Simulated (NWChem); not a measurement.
# AlHOF₂; SMILES [F][Al]([F])[OH]

```xyz
5

Al     0.0134     0.0063     0.0000
F     -0.6175     1.5485     0.0000
F      1.6656    -0.1773     0.0000
O     -0.9598    -1.3862     0.0000
H     -1.9282    -1.3332     0.0000
```
Atoms are numbered in this order, from 1.

Computed with NWChem. All runs use the structure optimised with PBE-D3(BJ)/def2-SVP. B3LYP is NWChem's, with the RPA form of VWN correlation. Vertical excitations in the gas phase; the lowest state need not have the same character in each row.

Q: Order these by “lowest excitation, singlet (eV)”, lowest first: B3LYP/aug-cc-pVDZ, full TDDFT; PBE0/aug-cc-pVDZ, full TDDFT; PBE/aug-cc-pVDZ, full TDDFT.

A: PBE/aug-cc-pVDZ, full TDDFT (6.01), B3LYP/aug-cc-pVDZ, full TDDFT (6.62), PBE0/aug-cc-pVDZ, full TDDFT (6.87)
